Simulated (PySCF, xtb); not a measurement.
FH6NSi2, SMILES N[SiH2][SiH2]F.

GFN2-xTB (xtb) at its own geometry gives an orbital gap of 4.26 eV and a dipole moment of 1.36 D.

The structure is a stationary point at PBE-D3(BJ)/def2-SVP. This is a generated structure with no PubChem entry under its InChIKey; it may be hypothetical. Other conformers were not sampled.

What does PBE/def2-TZVP (PySCF) give? (The exact figures need the calculation; the answer reports its results.)

gap 4.39 eV (levels -5.94 and -1.55 eV), dipole 1.26 D.
